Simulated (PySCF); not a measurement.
Ge(H)3(tBu) (C4H12Ge), SMILES C[C](C)(C)[GeH3]. Geometry optimised at B3LYP-D3(BJ)/def2-SVP. The isomer is the one that the SMILES or the coordinates give; other isomers of the formula were not compared.

Level of theory: B3LYP-D3(BJ)/def2-SVP run with PySCF 2.14.0.

Harmonic wavenumbers (cm⁻¹): 120, 212, 212, 241, 281, 286, 287, 370, 371, 548, 561, 561, 821, 838, 885, 885, 954, 954, 959, 1032, 1032, 1208, 1227, 1227, 1387, 1387, 1413, 1456, 1458, 1458, 1479, 1479, 1486, 2107, 2115, 2115, 3003, 3003, 3009, 3078, 3078, 3081, 3101, 3104, 3104. Rotational constants (GHz): 4.276, 1.951, 1.951; symmetry number 3.

### Question
Work out the zero-point energy and the ideal-gas rigid-rotor harmonic-oscillator thermochemistry at 298.15 K and 1 atm.

### Answer
ZPE = ½ Σ hcν = ½ × 62970 cm⁻¹ = 376.64 kJ/mol. H − E(el) = 400.71 kJ/mol. Entropy in J/(mol K): translation 169.72, rotation 105.43, vibration 77.97, total 353.12. G − E(el) = 295.43 kJ/mol. Cp = 135.97 J/(mol K). Modes under 150 cm⁻¹ make the vibrational entropy uncertain.
